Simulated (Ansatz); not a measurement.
```yaml
crystal:
  periodic: [false, false, false]
  atoms:
    - {symbol: C, position_ang: [0.690979, 2.184230, -2.286734]}
    - {symbol: O, position_ang: [0.048455, 0.793349, -0.116286]}
    - {symbol: Ge, position_ang: [0.074321, -2.571955, -0.161319]}
    - {symbol: N, position_ang: [-0.941788, -2.685153, 3.178647]}
    - {symbol: H, position_ang: [1.291059, 0.908254, -3.915890]}
    - {symbol: H, position_ang: [-0.913298, 3.352681, -3.048844]}
    - {symbol: H, position_ang: [2.329448, 3.424391, -1.927294]}
    - {symbol: H, position_ang: [-1.227788, -4.261487, 4.077604]}
    - {symbol: H, position_ang: [-1.367104, -1.052415, 4.234184]}
basis:
  gaussian: {orbitals: def2-TZVP}
total_charge: 1
magnetization: {spin_polarized: true, initial_magnetization: 1}
hamiltonian: {xc: {name: PBE0-DH}}
output: {forces: true}
```

```sh
$ ansatz run in.yaml --threads 4 --pin off --events-out ev --progress --plain --max-ram 10444MiB
```

Shortened log:

```
Functional definition: PBE0-DH
1146 factors; integrals over basis functions are off by at most 1.4e-3 eV
mean field evaluation 1: about -61054.9731 eV, gradient 9.7e1 eV
mean field evaluation 2: about -61055.0208 eV, gradient 9.7e1 eV
mean field evaluation 4: about -60941.4251 eV, gradient 1.1e2 eV
mean field evaluation 8: about -61068.7037 eV, gradient 7.8e1 eV
mean field evaluation 16: about -61118.5514 eV, gradient 3.1e0 eV
mean field evaluation 32: about -61119.4972 eV, gradient 6.7e-6 eV
mean field -61121.33602337 eV, -2246.1676693292 hartree, gradient 2.7e-6 eV, S^2 5.347885; 8 other end points of the search recorded, 0 dependent functions left out
12 core orbitals not correlated: weight in the atoms' cores, before any rotation towards them, 1.000 or more for the frozen orbitals, at most 0.000 for the correlated occupied ones
reference -61121.33606260 eV, -2246.1676707708 hartree; 17, 16 occupied and 142, 143 virtual orbitals, 1146 factors
second order -18.39714982 eV of doubles, -0.00000000 eV of singles
Total energy: -61123.63570632 eV, -2246.2521811190 hartree
Atom 0 at     0.690979     2.184230    -2.286734 Å, force     0.345088     0.742115    -0.472262 eV/Å
Atom 1 at     0.048455     0.793349    -0.116286 Å, force     0.184013    -0.046852    -0.618140 eV/Å
Atom 2 at     0.074321    -2.571955    -0.161319 Å, force    -0.092142     0.493649     0.302919 eV/Å
Atom 3 at    -0.941788    -2.685153     3.178647 Å, force    -0.462491    -0.832869     1.256707 eV/Å
Atom 4 at     1.291059     0.908254    -3.915890 Å, force    -0.293625     0.588798     0.792425 eV/Å
Atom 5 at    -0.913298     3.352681    -3.048844 Å, force     1.153362    -0.791544     0.579635 eV/Å
Atom 6 at     2.329448     3.424391    -1.927294 Å, force    -1.390006    -0.984660    -0.272408 eV/Å
Atom 7 at    -1.227788    -4.261487     4.077604 Å, force     0.302418     2.002697    -0.962102 eV/Å
Atom 8 at    -1.367104    -1.052415     4.234184 Å, force     0.253384    -1.171333    -0.606774 eV/Å
Dipole moment:     0.085106    -0.805003    -0.258649 e Å
```

In this input the coordinates are in bohr but typed as ångström. Self-consistency was reached. The result belongs to that input, not to the molecule as meant.
